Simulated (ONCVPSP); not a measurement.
nickel: ONCV pseudisation with PBEsol, scalar-relativistic reference atom.

ONCVPSP 4.0.1 input, shortened (lines: element, Z, core and valence counts, functional; n l f; lmax; l rc ep ncon nbas qcut; lloc lpopt rc5 dvloc0; l nproj debl; icmod fcfact rcfact), PBEsol, scalar-relativistic:

```
  Ni 28.00    3    4  -116133      upf
    1    0    2.00
    2    0    2.00
    2    1    6.00
    3    0    2.00
    3    1    6.00
    3    2    8.50
    4    0    1.50
    2
    0    1.25    0.00    5    8    8.90
    1    1.10    0.00    4    7   13.60
    2    1.20    0.00    3    8   15.70
    4    4    0.80    0.00
    0    3    0.60
    1    1    3.90
    2    2    1.80
    3    4.75    1.65
```

- Cutoffs needed: 81 Ha and 93 Ha (the cutoffs (Ha) at which the residual kinetic energy of the hardest occupied pseudo-wave falls to 1 and 0.1 mHa per electron)
- Ghost test: ghosts flagged at negative energy: s at -758.1 eV; GHOST(+) flags only above 600 eV; a true bound ghost makes a file unfit for plane-wave use
- Largest excitation error: +21 meV (all-electron minus pseudo) for 3s2 3p6 3d8 4s0 4p1, out of 4 test configurations
- rms error of d²Exc/dni dnj: 2.19 mHa without and 2.38 mHa with the model core
